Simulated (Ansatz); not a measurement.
One change: `FC[SiH2]CBr` becomes `C[SiH2]CBr`.

Ansatz, PBE0-D4/def2-TZVP geometries, multiplicity 1. Each molecule was computed in one conformer, which needn't be the lowest.

Scalar relativity is left out up to krypton. Spin–orbit coupling is left out; it splits and shifts lone-pair levels of the heavy atoms by tenths of an eV.

```csv
property,`FC[SiH2]CBr`
HOMO energy (PBE0/def2-TZVPP) / eV,-7.88
HOMO energy (ωB97M-V/def2-TZVPP) / eV,-10.11
HOMO–LUMO gap (PBE0/def2-TZVPP) / eV,7.42
LUMO energy (PBE/def2-TZVPP) / eV,-1.44
HOMO energy (PBE/def2-TZVPP) / eV,-6.62
LUMO energy (ωB97M-V/def2-TZVPP) / eV,1.44
```

**Question.** What does the change do to each property? (An estimate is asked.)

**Answer.** The calculation gave: 
```tsv
property	`C[SiH2]CBr`	shift
HOMO energy (PBE0/def2-TZVPP) / eV	-7.70	0.18
HOMO energy (ωB97M-V/def2-TZVPP) / eV	-9.93	0.18
HOMO–LUMO gap (PBE0/def2-TZVPP) / eV	7.43	0.01
LUMO energy (PBE/def2-TZVPP) / eV	-1.27	0.17
HOMO energy (PBE/def2-TZVPP) / eV	-6.45	0.17
LUMO energy (ωB97M-V/def2-TZVPP) / eV	1.64	0.20
```
